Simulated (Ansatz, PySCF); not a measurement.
**OsS3F2 in two programs**

OsS3F2 (singlet), relaxed with PySCF 2.14.0, RKS B3LYP, Os def2-SVP with ECP60, S def2-SVP, F def2-SVP; non-relativistic Hamiltonian with scalar-relativistic core potentials where named; density fitting; no spin-orbit coupling:

```xyz
6

Os   -0.0467    0.0000    0.0000
S    -1.1134    0.0000    1.8417
S    -1.1134    0.0000   -1.8417
S     2.0818    0.0000    0.0000
F    -0.0459    1.9330    0.0000
F    -0.0459   -1.9330    0.0000
```

There the HOMO–LUMO gap is 2.55 eV. 

The same geometry by Ansatz 0.2.0 (PBE, PAW, a periodic box with 9 Å of vacuum):

```
spin-orbit coupling  gap (eV)  largest force component (eV/Å)
            without      1.27                            0.24
```

(1) What does the run with spin-orbit coupling give?

The spin-orbit runs use fully relativistic datasets of their own, so changes of a few hundredths of an eV needn't come from the coupling.

The two programs differ in functional, so their gaps don't test each other.

Results:

(1) gap (eV): 1.15, largest force component (eV/Å): 0.24. It took 33 s on 2 threads of Arm Neoverse V1 (shared host), peak memory 2.5 GiB.
